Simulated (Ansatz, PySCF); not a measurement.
Si(H)(Cl)(Br)(NH2) (BrClH3NSi), SMILES N[SiH](Cl)Br. Atoms are numbered in the order given.

```xyz
7

Si     0.3063    -0.5584     0.5753
N      1.9786    -0.7324     0.2695
Cl    -0.9210    -1.8358    -0.5224
Br    -0.2505     1.5307     0.0266
H      0.0233    -0.8179     2.0013
H      2.4714    -1.5561     0.6042
H      2.3802    -0.3794    -0.5943
```
Charge 0, spin multiplicity 1.

The structure is a stationary point at B3LYP-D3(BJ)/def2-SVP. This is a generated structure with no PubChem entry under its InChIKey; it may be hypothetical. Other conformers were not sampled.

Two levels are set side by side: PBE-D3(BJ)/def2-SVP (Ansatz, an electronic-structure program) and B3LYP-D3(BJ)/def2-SVP (Ansatz). Each level has its own optimised geometry; the coordinates shown are those of the second. Frequencies come from the Hessian of PySCF at each geometry. Differences are taken from unrounded values.

```tsv
quantity	B3LYP-D3(BJ)	PBE-D3(BJ)	PBE-D3(BJ) minus B3LYP-D3(BJ)
mean bond length (Å)	1.589	1.597	0.008
bond Si1–N2 (Å)	1.709	1.721	0.012
bond Si1–Cl3 (Å)	2.084	2.090	0.006
bond Si1–Br4 (Å)	2.231	2.232	0.002
bond Si1–H5 (Å)	1.477	1.491	0.015
bond N2–H6 (Å)	1.017	1.024	0.008
bond N2–H7 (Å)	1.016	1.024	0.008
highest harmonic wavenumber (cm⁻¹)	3659	3581	-78
mean harmonic wavenumber (cm⁻¹)	1103	1076	-27
zero-point energy (kcal/mol)	23.64	23.06	-0.58
```

Exact exchange shortens and stiffens bonds; PBE has none. Differences between two approximate levels are no errors against the true value.
